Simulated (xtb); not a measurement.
tert-butyl chloride (C₄H₉Cl), SMILES CC(C)(C)Cl. All values are semi-empirical tight-binding results from xtb (GFN2-xTB unless named), good for trends rather than for accurate numbers. Coordinates come from a GFN2-xTB optimisation.

Optimised geometry:

```xyz
14

C     -0.2939     1.4248    -0.0115
C      0.0243    -0.0234     0.3303
C      1.3527    -0.4591    -0.2701
C     -1.1059    -0.9548    -0.0819
Cl     0.1835    -0.1313     2.1325
H     -0.3924     1.5324    -1.0900
H     -1.2257     1.7332     0.4563
H      0.5001     2.0829     0.3332
H      2.1571     0.1895     0.0686
H      1.5874    -1.4806     0.0193
H      1.2975    -0.4083    -1.3558
H     -1.2345    -0.9177    -1.1620
H     -2.0390    -0.6576     0.3908
H     -0.8831    -1.9790     0.2071
```
Charge 0, spin multiplicity 1.

Problem. Estimate the properties. (The exact figures need the calculation; the answer reports its results.)

Solution. 
```
Item                                             Result
----------------------------------------  -------------
point group as xtb finds it                         C3v
orbital gap                                     6.76 eV
dipole moment                                    2.44 D
zero-point energy                         75.6 kcal/mol
G − E(el) at 298.15 K (modified RRHO)     57.5 kcal/mol
static polarisability (D4 model)             63.6 bohr³
solvation energy, GFN2-xTB/ALPB(water)    -2.2 kcal/mol
solvation energy, GFN2-xTB/ALPB(octanol)  -4.5 kcal/mol
```

Problem. Give the atomic charges and the Wiberg bond orders between heavy atoms. (The exact figures need the calculation; the answer reports its results.)

Solution. charges (e) C1 -0.12, C2 0.12, C3 -0.12, C4 -0.12, Cl5 -0.24, H6 0.05, H7 0.05, H8 0.05, H9 0.05, H10 0.05, H11 0.05, H12 0.05, H13 0.05, H14 0.05. Bond orders C1–C2 1.01, C2–C3 1.01, C2–C4 1.01, C2–Cl5 0.90.
